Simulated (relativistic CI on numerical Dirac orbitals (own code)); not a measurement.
## Ni+ in a cubic cluster: 3p photoemission with charge transfer

Computed with a charge-transfer multiplet model of a cubic metal-ligand cluster with up to one ligand hole, Slater and spin-orbit integrals from Dirac-Coulomb-Breit ions, Slater integrals scaled by 0.9. The ground state mixes d9 with configurations of k ligand holes L, whose averages lie at kΔ + k(k − 1)U_dd/2; a core hole lowers each added d electron by U_cd. 300 K, Lorentzian 0.9 eV and Gaussian 0.8 eV FWHM.

Atomic integrals in eV (Slater integrals scaled, ζ unscaled), ground: F2dd 10.953, F4dd 6.797, zeta_d 0.072; with the core hole: F2dd 10.953, F4dd 6.797, zeta_d 0.080, zeta_core 1.430, F2cd 12.221, G1cd 15.140, G3cd 9.159.

Cluster parameters (eV): U_dd = 6.4, U_cd = 7.8, 10Dq = 0.5, 10Dq(ligand) = 0, V(eg) = 1.95, V(t2g) = -1.03, final-state hopping factor = 1.

| Case | n_d | d9 | d10L | S |
| --- | --- | --- | --- | --- |
| Δ = 3.8 eV | 9.14 | 0.86 | 0.14 | 0.50 |
| Δ = 4.8 eV | 9.10 | 0.90 | 0.10 | 0.50 |
| Δ = 5.8 eV | 9.08 | 0.92 | 0.08 | 0.50 |
| Δ = 6.8 eV | 9.06 | 0.94 | 0.06 | 0.50 |
| Δ = 7.8 eV | 9.05 | 0.95 | 0.05 | 0.50 |

Weights, n_d and S are thermal averages at 300 K. Binding energies count from the first peak over 30 % of the highest in each spectrum, which can be another peak from case to case. The parameters are a model scan and need not match a compound or its usual spin state. Peaks in eV (height, largest 100):
- Δ = 3.8 eV: 0.0 (100), 2.1 (52), 7.5 (39), 14.7 (25)
- Δ = 4.8 eV: 0.0 (100), 1.9 (49), 7.1 (39), 14.2 (27)
- Δ = 5.8 eV: 0.0 (100), 2.0 (46), 4.5 (20), 6.9 (38), 13.9 (28)
- Δ = 6.8 eV: 0.0 (100), 6.9 (34), 13.8 (30)
- Δ = 7.8 eV: 0.0 (100), 3.6 (40), 5.9 (35), 13.6 (31)

For the case Δ = 4.8 eV, Δ = 4.8 eV is smaller than U_dd = 6.4 eV, the charge-transfer side of the Zaanen-Sawatzky-Allen scheme. With the core hole the configuration with one ligand hole lies at Δ − U_cd = -4.0, -3.0, -2.0, -1.0, 0.0 eV from the one without, in the order of the table; where this is negative the screened configuration lies lower, though the effective hopping of about 1.8 eV (from the holes of the mixed ground state) mixes the two strongly wherever it is as large as the gap.
